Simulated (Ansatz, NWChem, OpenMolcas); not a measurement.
## AgI (SMILES [Ag][I]): the energy, rung by rung

The species is AgI (2 atoms), meant as a singlet with charge 0. As SMILES, `[Ag][I]`. The bond length is the measured one.

| atom | x (Å) | y (Å) | z (Å) |
| --- | --- | --- | --- |
| Ag | 0.0000 | 0.0000 | 0.0000 |
| I | 0.0000 | 0.0000 | 2.5446 |

Each level gives the energy change with the Ag1–I2 bond stretched from 2.545 to 5.598 Å (eV). The values are calculated.

```csv
level,kind,program,value (eV),CPU time (all runs)
HF/def2-TZVPPD (core potential) (restricted),Hartree–Fock,OpenMolcas,3.02,25 s
SVWN5/def2-TZVPPD (core potential) (restricted),LDA,OpenMolcas,3.07,2.5 min
BLYP/def2-TZVPPD (core potential) (restricted),GGA,Ansatz,2.30,27 s
M06-L/def2-TZVPPD (core potential) (restricted),meta-GGA,OpenMolcas,4.18,62 s
PBE0/def2-TZVPPD (core potential) (restricted),global hybrid,OpenMolcas,3.28,69 s
B2PLYP/def2-TZVPPD (core potential) (restricted),double hybrid,OpenMolcas,2.96,46 s
MP2/def2-TZVPPD (core potential) (restricted),perturbation theory,NWChem,3.85,3 min
CCSD/def2-TZVPPD (core potential) (restricted),coupled cluster or CI,NWChem,3.99,26 min
```

The first shape isn't each level's own minimum. The values span 2.30 to 4.18 eV. In the correlated wave-function rows the outer d shell of I is correlated, in sets not made for it. CPU times are rough (shared hosts, several kinds of processor): they show what a rung costs within a factor of a few.
